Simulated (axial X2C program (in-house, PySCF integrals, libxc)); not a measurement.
## Which molecule has these constants?

Computed with an in-house relativistic program for diatomic molecules, spin-free (one-electron X2C) or two-component (2c: spin–orbit coupling with atomic mean-field Coulomb and Gaunt terms, which also bring small scalar terms), in Dyall basis sets with cores contracted in-house; open shells are unrestricted.

A two-component PBE0 calculation in a Dyall 3-zeta basis gave Re = 1.805 Å, ωe = 757.2 cm⁻¹, De = 3.85 eV, Ω = 5/2.

**Question.** Which molecule is it?
A. ReF⁺
B. MnF⁺
C. TcF⁺

**Answer.** A. The others have MnF⁺ 1.728 Å and 752.3 cm⁻¹ (Ω = 5/2); TcF⁺ 1.838 Å and 690.6 cm⁻¹ (Ω = 5/2).

Each entry is the lowest single determinant of a limited PBE0 search at one distance. De goes to single-determinant-based atoms at the same level (for ions the charge split of lowest energy) and is withheld (n/a) where an atom does not fit its ground term or J level. Main or longest-lived isotopes. One determinant is a doubtful description, or other states lie close, for ReF⁺, MnF⁺, TcF⁺; these need not be ground states, and all values refer to the states named. With several unpaired electrons the Ω given is that of one determinant, not necessarily of the lowest component. Some light 2c atoms are not at their ground J level, so De misses part of their lowering (0.04 eV or less). The functionals have no current term, which raises determinants with orbital currents.
